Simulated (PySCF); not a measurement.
Compound: C₇H₇PS.
Geometry (GFN2-xTB, Å), atoms numbered from 1 in this order:
```xyz
16
C7H7PS angstrom
S     -2.3402    2.2218    1.2190
P     -1.0321    0.9796    0.5374
C     -0.6127   -0.5336    1.4654
C      0.2998   -1.2864    0.8726
C      0.8634   -0.8191   -0.4515
C      1.4667    0.5510   -0.2328
C      0.6862    1.5114    0.2355
C     -0.2965   -0.6594   -1.4097
C     -1.2766    0.1643   -1.0754
H     -1.0980   -0.7428    2.4051
H      0.6703   -2.2158    1.2753
H      1.6024   -1.5208   -0.8378
H      2.5110    0.6827   -0.4684
H      0.9799    2.5288    0.4379
H     -0.2718   -1.2270   -2.3264
H     -2.1595    0.3743   -1.6574
```

NICS = −σ at a ghost point: NICS(0) at the centroid of the ring atoms, NICS(1) 1 Å to either side along the normal of their mean plane, zz for the tensor component along that normal. Level: GIAO PBE0/pcSseg-1 (PySCF, non-relativistic, gas phase) on the GFN2-xTB geometry, one conformer.

Ring bond lengths (Å), with Mayer bond orders in brackets: P2–C3 1.824 (0.87), C3–C4 1.323 (1.84), C4–C5 1.513 (0.98), C5–C6 1.513 (0.98), C6–C7 1.323 (1.84), C7–P2 1.824 (0.87); P2–C3 1.824 (0.87), C3–C4 1.323 (1.84), C4–C5 1.513 (0.98), C5–C8 1.513 (0.98), C8–C9 1.323 (1.84), C9–P2 1.824 (0.87).

Q: What do the NICS probes read (ppm)?

A: 
```json
{"ring": "P2–C3–C4–C5–C6–C7", "type": "6-membered ring with P; formal bonds 2 double, 4 single", "NICS(0)": "-2.3", "NICS(1), two faces": "-4.7 / -4.2", "NICS(1)zz, two faces": "-5.6 / -4.8", "rms pucker (Å)": "0.35", "centre to ring atoms, mean (Å)": "1.48"}
{"ring": "P2–C3–C4–C5–C8–C9", "type": "6-membered ring with P; formal bonds 2 double, 4 single", "NICS(0)": "-2.3", "NICS(1), two faces": "-4.2 / -4.7", "NICS(1)zz, two faces": "-4.8 / -5.6", "rms pucker (Å)": "0.35", "centre to ring atoms, mean (Å)": "1.48"}
```

Q: What do they say, and how far can they be read as aromaticity?

A: 
- P2–C3–C4–C5–C6–C7: mean NICS(1)zz -5.2 ppm, shielded. P2, C5 have four or more neighbours, so the value isn't read as a sign of a π ring current.
- P2–C3–C4–C5–C8–C9: mean NICS(1)zz -5.2 ppm, shielded. P2, C5 have four or more neighbours; no verdict on aromaticity is drawn.

Q: At the first NICS(1) probe listed for ring P2–C3–C4–C5–C8–C9, 1 Å off the ring, what do the in-plane components average?

A: The isotropic value is a third of the trace: (3 × -4.2 − (-4.8))/2 = -3.9 ppm.
